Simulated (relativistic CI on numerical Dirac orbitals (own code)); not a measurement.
**Ligand-field terms of d2**

Computed with a parametric ligand-field model of a d^n configuration (Racah B and C, spin-orbit zeta, crystal field), exact diagonalisation.

Field parameters in Wybourne normalisation: Oh B⁴₀ = 21Dq, B⁴₄ = √(5/14) B⁴₀. The field is a parameter set, without covalency.

B = 390 cm⁻¹, C = 1380 cm⁻¹ (C/B = 3.54), Oh, no spin-orbit coupling. Tanabe-Sugano data, E/B above the lowest term (Δ = |10Dq|; b, c mark the second and third term of a kind):

| Δ/B | 3T1 | 3T2 | 3A2 | 1T2 | 1E | 1A1 |
| --- | --- | --- | --- | --- | --- | --- |
| 1.0 | 0.00 | 0.81 | 1.81 | 12.42 | 12.89 | 20.05 |
| 5.0 | 0.00 | 4.22 | 9.22 | 13.30 | 14.12 | 23.39 |
| 9.0 | 0.00 | 7.82 | 16.82 | 13.60 | 14.21 | 25.81 |
| 13.0 | 0.00 | 11.53 | 24.53 | 13.68 | 14.14 | 27.46 |
| 17.0 | 0.00 | 15.32 | 32.32 | 13.68 | 14.04 | 28.58 |
| 21.0 | 0.00 | 19.16 | 40.16 | 13.65 | 13.94 | 29.35 |
| 25.0 | 0.00 | 23.03 | 48.03 | 13.61 | 13.86 | 29.91 |
| 29.0 | 0.00 | 26.92 | 55.92 | 13.58 | 13.79 | 30.32 |
| 33.0 | 0.00 | 30.84 | 63.84 | 13.55 | 13.73 | 30.63 |
| 37.0 | 0.00 | 34.77 | 71.77 | 13.52 | 13.68 | 30.87 |
| 41.0 | 0.00 | 38.71 | 79.71 | 13.49 | 13.64 | 31.07 |
| 45.0 | 0.00 | 42.66 | 87.66 | 13.46 | 13.60 | 31.23 |

The ground term stays 3T1.
